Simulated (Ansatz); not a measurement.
`O=CCBr` + `CBCl` → `CB(Cl)CBr` + `C=O` at 298.15 K and 1 bar (formal exchange of groups at a C–C bond).

Isolated molecules relaxed with PBE0-D4/def2-TZVP in Ansatz; ΔE leaves out vibrations. CCSD(T)/CBS is the MP2 limit (def2-TZVPP, def2-QZVPP) plus CCSD(T) − MP2 in def2-TZVPP, frozen cores. This one scheme is used for every species. For Br outer-core shells are correlated without core-valence functions, which leaves a few kJ/mol of doubt a bond. Scalar relativity is left out up to krypton. Each species was taken in one conformer, which may not be the lowest.

```json
{"species": "`O=CCBr`", "CCSD(T)/CBS energy (Eh)": "-2726.38076", "H − E (kJ/mol)": "138.1", "S (J/(mol·K))": "307.7"}
{"species": "`CBCl`", "CCSD(T)/CBS energy (Eh)": "-525.07110", "H − E (kJ/mol)": "144.9", "S (J/(mol·K))": "287.1"}
{"species": "`CB(Cl)CBr`", "CCSD(T)/CBS energy (Eh)": "-3137.06715", "H − E (kJ/mol)": "204.6", "S (J/(mol·K))": "361.0"}
{"species": "`C=O`", "CCSD(T)/CBS energy (Eh)": "-114.39408", "H − E (kJ/mol)": "80.1", "S (J/(mol·K))": "218.6"}
```

H − E and S are ideal-gas, rigid-rotor, harmonic terms from PBE0-D4/def2-TZVP, for one conformer and one mirror image of each species. 1 Eh = 2625.50 kJ/mol, R = 8.31446 J/(mol·K).

Problem. By hand: ΔE, ΔH, ΔS and ΔG.

Solution. ΔE = (-3137.06715) + (-114.39408) − (-2726.38076) − (-525.07110) = -0.00937 Eh = -24.6 kJ/mol. Δ(H − E) = 204.6 + 80.1 − 138.1 − 144.9 = 1.7, so ΔH = -22.9 kJ/mol. ΔS = 361.0 + 218.6 − 307.7 − 287.1 = -15.2 J/(mol·K). ΔG = -22.9 − 298.15 × (-15.2)/1000 = -18.4 kJ/mol.

Problem. By hand: the equilibrium constant, and the temperature at which ΔG would vanish if ΔH and ΔS stayed fixed.

Solution. log₁₀ K = −ΔG/(RT ln 10) = 3.2. ΔG = 0 at ΔH/ΔS = 1507 K, though so small a ΔS makes that figure unsure.

ΔH outweighs TΔS. A doubt of 5 kJ/mol in ΔE shifts log₁₀ K by 0.9 here. Other conformers and mirror images would add mixing entropy, several J/(mol·K) or more a flexible species. Modes under 60 cm⁻¹, often nearly free rotors, make the harmonic entropy too high. These are equilibria of isolated gas molecules and say nothing of rates. Largest T1 diagnostic: 0.015 (customary marks: 0.02 for closed shells, 0.045 for open ones).
